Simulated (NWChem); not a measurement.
A series in which one site is exchanged, each optimised at PBE0/def2-SVP with NWChem, gas phase unless a solvent is named. This build's default masses of Se (78.918 u) and Br (79.917 u) are each other's, which moves their modes by up to 0.6 %. Some are not confirmed as minima by frequencies. def2 effective core potentials on I; no spin-orbit coupling.

A: [CH3][Be][I] (CH₃BeI; site = I)
B: [CH3][Be][F] (CH3BeF; site = F)
C: [CH3][Be][Br] (CH₃BeBr; site = Br)
D: [CH3][BeH] (CH$_{4}$Be; site = H)

Values for A:

dipole (D), PBE0/def2-SVP: 1.05
orbital gap (eV), PBE0/def2-SVP: 7.55
static polarisability, B3LYP/def2-SVPD (bohr³): 64.5
lowest singlet excitation, B3LYP/def2-SVPD, TDA (eV): 5.90

Question: How do these values change for the other members?

Answer: 
```json
[
 {"change from A": "dipole (D), PBE0/def2-SVP", "B": "+0.36", "C": "+0.07", "D": "-0.40"},
 {"change from A": "orbital gap (eV), PBE0/def2-SVP", "B": "+1.63", "C": "+1.12", "D": "+0.68"},
 {"change from A": "static polarisability, B3LYP/def2-SVPD (bohr³)", "B": "-36.4", "C": "-14.2", "D": "-32.8"},
 {"change from A": "lowest singlet excitation, B3LYP/def2-SVPD, TDA (eV)", "B": "+1.69", "C": "+1.01", "D": "+0.51"}
]
```
